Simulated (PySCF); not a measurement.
SnOBr₂, SMILES [O]=[Sn]([Br])[Br]. Geometry optimised at B3LYP-D3(BJ)/def2-SVP. The def2 effective core potentials stand for the cores of Sn; spin–orbit coupling is left out.

Computed equilibrium geometry at B3LYP-D3(BJ)/def2-SVP (PySCF confirms it by a frequency run) as bond lengths and angles, and its point group:
point group C2v.
Atoms: Sn1 O2 Br3 Br4. Bond lengths (Å): Sn1–O2 1.849, Sn1–Br3 2.494, Sn1–Br4 2.494. Angles (°): O2–Sn1–Br3 127.3, O2–Sn1–Br4 127.3, Br3–Sn1–Br4 105.4.
